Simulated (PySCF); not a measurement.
Isomers of C6H7FO, one GFN2-xTB conformer each. Single-point energies are computed at PBE0/pcSseg-1 (PySCF, gas phase, no added dispersion term), electronic only.

Problem. Rank them by PBE0/pcSseg-1 energy, lowest first (kcal/mol).
A. `[CH2:1]=[CH:2]/[C:3](=[CH:4]/[CH3:5])[C:6](=[O:7])[F:8]` with C1–C2–C3–C4 158°, C2–C3–C6–O7 151°
B. `[C@@]1(C)(C(=O)C=CC1)F`
C. `[CH3:1][CH2:2][C@:3]1([F:4])[CH:5]=[CH:6][C:7]1=[O:8]` with C1–C2–C3–F4 -178°
D. `[F:1][CH2:2][C:3]1=[CH:4][CH2:5][CH:6]=[CH:7][O:8]1` with F1–C2–C3–C4 0°
E. `[CH:1]#[C:2]/[C:3]([CH3:4])=[C:5](\[F:6])[O:7][CH3:8]` with C3–C5–O7–C8 180°
F. `[CH:1]#[C:2][C:3](=[O:4])[C@@H:5]([CH3:6])[CH2:7][F:8]` with C2–C3–C5–C6 63°, C3–C5–C7–F8 171°
G. `[CH:1]#[C:2]/[C:3]([CH3:4])=[C:5](/[F:6])[O:7][CH3:8]` with C3–C5–O7–C8 180°
H. `[CH2:1]=[CH:2]/[CH:3]=[C:4](\[CH3:5])[C:6](=[O:7])[F:8]` with C1–C2–C3–C4 180°, C3–C4–C6–O7 -178°
I. `[O:1]=[C:2]([F:3])[C:4]1=[CH:5][CH2:6][CH2:7][CH2:8]1` with O1–C2–C4–C5 177°, C4–C5–C6–C7 -11°, C5–C6–C7–C8 18°, C6–C7–C8–C4 -18°, C2–C4–C8–C7 -169°

Solution. I (0.0), B (13.6), H (15.5), A (22.3), D (34.0), C (38.9), F (58.4), E (69.5), G (69.9).

As drawn, the lowest has a C=O bond, which the highest lacks; the highest has a C≡C bond, which the lowest lacks. Neighbours under 2.5 kcal/mol apart (C[C@]1(F)CC=CC1=O and C=C/C=C(\C)C(=O)F; C#C/C(C)=C(\F)OC and C#C/C(C)=C(/F)OC) can change places with a better method, another conformer or zero-point energy. C#C/C(C)=C(\F)OC and C#C/C(C)=C(/F)OC are stereoisomers, 0.4 kcal/mol apart in the conformers taken. GFN2-xTB itself gives, in the same order: 0.0, 10.5, 24.1, 28.3, 16.5, 37.9, 48.5, 50.3, 50.6. Both levels put the same isomer lowest; measured from each level's own lowest isomer, the values differ by up to 19.3 kcal/mol (C#C/C(C)=C(/F)OC: 50.6 against 69.9).

Problem. Which frontier levels, dipoles and rotational constants go with these structures?

Solution. 
```csv
SMILES,"HOMO (eV, PBE0/pcSseg-1)",LUMO (eV),dipole (D),"A, B, C (MHz)"
O=C(F)C1=CCCC1,-7.86,-1.74,4.25,"4513, 1450, 1125"
C[C@]1(F)CC=CC1=O,-7.32,-1.80,4.35,"2683, 2335, 1673"
C=C/C=C(\C)C(=O)F,-7.42,-2.40,4.37,"4018, 1204, 931.6"
C=C/C(=C/C)C(=O)F,-7.20,-1.77,3.32,"2829, 1819, 1187"
FCC1=CCC=CO1,-6.26,0.10,1.42,"4641, 1463, 1128"
CC[C@]1(F)C=CC1=O,-7.41,-1.79,3.90,"2462, 2000, 1781"
C#CC(=O)[C@@H](C)CF,-8.07,-1.99,2.87,"3980, 1215, 1022"
C#C/C(C)=C(\F)OC,-6.12,0.01,2.31,"3860, 1397, 1039"
C#C/C(C)=C(/F)OC,-6.12,0.01,1.86,"3080, 1576, 1056"
```
